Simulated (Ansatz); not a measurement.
Ansatz (a program for electronic structure) input (PBE0/def2-TZVPD):

Ansatz 0.2 input:
```yaml
crystal:
  periodic: [false, false, false]
  atoms:
    - {symbol: Cu, position_ang: [-0.32601261, -0.14402152, -0.24774018]}
    - {symbol: O, position_ang: [1.05650955, 0.35830251, 0.78178674]}
    - {symbol: H, position_ang: [1.00228917, 1.31020413, 0.93017126]}
basis:
  gaussian:
    orbitals: def2-TZVPD
hamiltonian:
  xc: {name: PBE0}
total_charge: 1
magnetization: {spin_polarized: true, initial_magnetization: 1}
```

End of the output:

```
integrals: 0.03 GiB planned
783 factors; their error is unknown
mean field: 0.36 GiB planned
mean field evaluation 1: about -46664.0351 eV, gradient 1.2e2 eV
mean field evaluation 2: about -45813.9239 eV, gradient 4.1e2 eV
mean field evaluation 4: about -46681.0361 eV, gradient 4.3e1 eV
mean field evaluation 8: about -46686.5369 eV, gradient 9.2e-1 eV
mean field evaluation 16: about -46686.6603 eV, gradient 5.7e-4 eV
mean field evaluation 32: about -46686.2744 eV, gradient 2.9e0 eV
mean field -46686.66033622 eV, -1715.7031220010 hartree, gradient 9.4e-6 eV, S^2 0.758056; 3 other end points of the search recorded, 0 dependent functions left out
reference -46686.66037297 eV, -1715.7031233517 hartree; 19, 18 occupied and 78, 79 virtual orbitals, 783 factors
Total energy: -46686.66037297 eV, -1715.7031233517 hartree
```

This state (charge 1, doublet) is run at the relaxed geometry of the species with charge 0 and multiplicity 1.
